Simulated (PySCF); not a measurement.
CH5AlOS, SMILES [AlH]([OH])[S]C. Coordinates come from a PBE0-D3(BJ)/def2-SVP optimisation. One conformer was computed; it need not be the lowest.

Method: PBE0-D3(BJ)/def2-SVP in PySCF.

Harmonic wavenumbers (cm⁻¹): 90, 128, 145, 259, 309, 476, 490, 514, 669, 722, 871, 968, 991, 1337, 1457, 1460, 1972, 3073, 3189, 3196, 3992. Rotational constants (GHz): 7.566, 3.010, 2.183; symmetry number 1.

### Question
Work out the zero-point energy and the ideal-gas rigid-rotor harmonic-oscillator thermochemistry at 298.15 K and 1 atm.

### Answer
ZPE = ½ Σ hcν = ½ × 26307 cm⁻¹ = 157.35 kJ/mol. H − E(el) = 177.90 kJ/mol. Entropy in J/(mol K): translation 165.15, rotation 109.92, vibration 64.76, total 339.83. G − E(el) = 76.58 kJ/mol. Cp = 101.57 J/(mol K). Modes under 150 cm⁻¹ make the vibrational entropy uncertain.
